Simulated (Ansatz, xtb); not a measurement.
# Two isomers of FH4NSi2

We compare I, `F[Si]N[SiH3]`, a singlet, with II, `F[SiH2]N[SiH]`, a singlet. Both are isolated molecules in the gas phase, relaxed with B3LYP-D3(BJ)/def2-SVP; the shapes shown needn't be the lowest conformers.

I (Å):

```xyz
8

F    -3.2905   -1.7501   -1.0530
N    -1.3197   -0.2284   -0.4576
Si   -2.1466   -0.8633   -1.8476
Si    0.0722    0.8481   -0.4224
H    -1.6940   -0.5217    0.4489
H     0.4278    1.1290   -1.8401
H    -0.2490    2.1239    0.2796
H     1.2291    0.2122    0.2713
```

II (Å):

```yaml
atoms:
  - { symbol: F, position_ang: [0.1540, 0.6594, 2.5118] }
  - { symbol: N, position_ang: [1.3886, 1.9166, 0.3740] }
  - { symbol: Si, position_ang: [-0.1115, 1.5829, 1.1974] }
  - { symbol: Si, position_ang: [2.2559, 3.4385, 0.4042] }
  - { symbol: H, position_ang: [-1.0169, 0.8031, 0.3172] }
  - { symbol: H, position_ang: [-0.6801, 2.8758, 1.6398] }
  - { symbol: H, position_ang: [1.7864, 1.1341, -0.1470] }
  - { symbol: H, position_ang: [3.4118, 2.9476, -0.4857] }
```

Q: Which of the two would you expect CCSD(T)/def2-TZVP electronic energies to favour?

A: Structure I; the calculation gives E(II) − E(I) = +7.8 kcal/mol.

The same difference at several levels:

| level | geometry | E(II) − E(I) (kcal/mol) | departure from the last row (kcal/mol) | job, with rough time for the two |
| --- | --- | --- | --- | --- |
| B3LYP-D3(BJ)/def2-SVP | B3LYP-D3(BJ)/def2-SVP | +8.6 | +0.8 | optimisation, 1.8 min |
| HF/def2-TZVP | B3LYP-D3(BJ)/def2-SVP | +6.9 | −0.9 | part of the CCSD(T) run |
| MP2/def2-TZVP | B3LYP-D3(BJ)/def2-SVP | +8.2 | +0.4 | part of the CCSD(T) run |
| CCSD(T)/def2-TZVP | B3LYP-D3(BJ)/def2-SVP | +7.8 |  | single point, 72 s |

As drawn, both hold the same kinds of bond in the same numbers.

The levels shown agree on the order. The largest departure from CCSD(T)/def2-TZVP is that of HF/def2-TZVP, 0.9 kcal/mol. Levels run at GFN2-xTB geometries aren't shown.

With harmonic frequencies from B3LYP-D3(BJ)/def2-SVP (ideal gas, rigid rotor, one conformer each, 298.15 K, 1 atm): the zero-point term adds +0.2 kcal/mol; ΔH is +7.8 and ΔG +8.1 kcal/mol.

The correlated steps freeze 12 core orbitals. Mirror images aren't counted in ΔG. Programs: Ansatz 0.2.0; the last row on 2 threads of Intel(R) Xeon(R) Processor @ 2.50GHz (Skylake/Cascade Lake) on a shared host.
